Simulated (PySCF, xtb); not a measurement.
C₃H₃BrF₂, SMILES F[C@@H]1[C@H](F)[C@H]1Br.

Harmonic wavenumbers (cm⁻¹) from GFN2-xTB run with xtb at its own minimum, in rising order: 180, 184, 203, 296, 325, 598, 709, 851, 899, 992, 997, 1038, 1098, 1131, 1165, 1209, 1274, 1401, 3041, 3045, 3073.

### Question
What does PySCF with PBE-D3(BJ)/def2-SVP give at its own minimum? (Estimate from the structure and the level; the computed values follow.)

### Answer
165, 176, 205, 301, 313, 635, 731, 810, 885, 978, 987, 1047, 1096, 1137, 1143, 1219, 1314, 1429, 3078, 3084, 3115. Paired by order, the mean absolute difference is 20 cm⁻¹ and the zero-point energies are 33.9 and 34.1 kcal/mol.
